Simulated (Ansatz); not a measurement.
Which method gave which barrier?

Saddle point of BSiH4OF3, closed shell (BF₃ ([F][B]([F])[F]) + SiH₄O ([OH][SiH3]) → BSiH₃OF₂ ([F][B]([F])[O][SiH3]) + HF; bonds formed: F2–H5; dative contacts that become bonds: B1–O6; bonds broken: B1–F2, H5–O6), PBE0-D4/def2-TZVP structure:

| atom | x (Å) | y (Å) | z (Å) |
| --- | --- | --- | --- |
| B1 | 0.2114 | -1.3521 | 0.1032 |
| F2 | 1.5835 | -1.3668 | -0.7770 |
| F3 | -0.5604 | -2.3523 | -0.3081 |
| F4 | 0.5328 | -1.2986 | 1.3995 |
| H5 | 1.0459 | -0.4068 | -0.9983 |
| O6 | -0.0608 | -0.0328 | -0.5324 |
| Si7 | -0.5791 | 1.4083 | 0.1504 |
| H8 | 0.4782 | 1.9557 | 1.0312 |
| H9 | -0.8385 | 2.3238 | -0.9819 |
| H10 | -1.8128 | 1.1215 | 0.9135 |

Program: Ansatz 0.2.0. Basis: def2-TZVPP, with def2-QZVPP for the basis limit. Cores are frozen in the correlated methods. Extrapolation: Hartree–Fock as exp(−7.88 √X), correlation as X^−2.97. Four methods, as single points on the PBE0-D4 structures, gave these electronic barriers from the start structure: 20.20, 23.27, 25.39, 34.50 kcal/mol.

(1) The methods were, in alphabetical order, CCSD(T), HF, PBE-D4, PBE0-D4. Which gave which? (A judgement: the text doesn't fix the answer.)

The T1 diagnostic stays at or below 0.012.

## Answers

(1) The calculation gives: PBE-D4 20.20; PBE0-D4 23.27; CCSD(T) 25.39; HF 34.50 kcal/mol. For comparison, CCSD(T) at an estimated basis limit (MP2 extrapolated from triple and quadruple zeta, plus CCSD(T) − MP2 in triple zeta) gives 25.88 kcal/mol.

The step is the kind of ligand exchange by which a precursor binds to a hydroxyl group, or is hydrolysed, in atomic layer deposition of oxides.

Labels in which every atom is bracketed show which atoms are joined, not bond orders.

For scale, one of the runs: CCSD(T)/def2-TZVPP, 253 basis functions, launched by `ansatz run in.yaml --threads 8 --pin off --events-out ev --progress --plain --max-ram 19148MiB`. Hardware: 8 CPU threads of an AMD EPYC 9R45, shared host. Wall time 39 s; peak host memory 6.1 GiB.
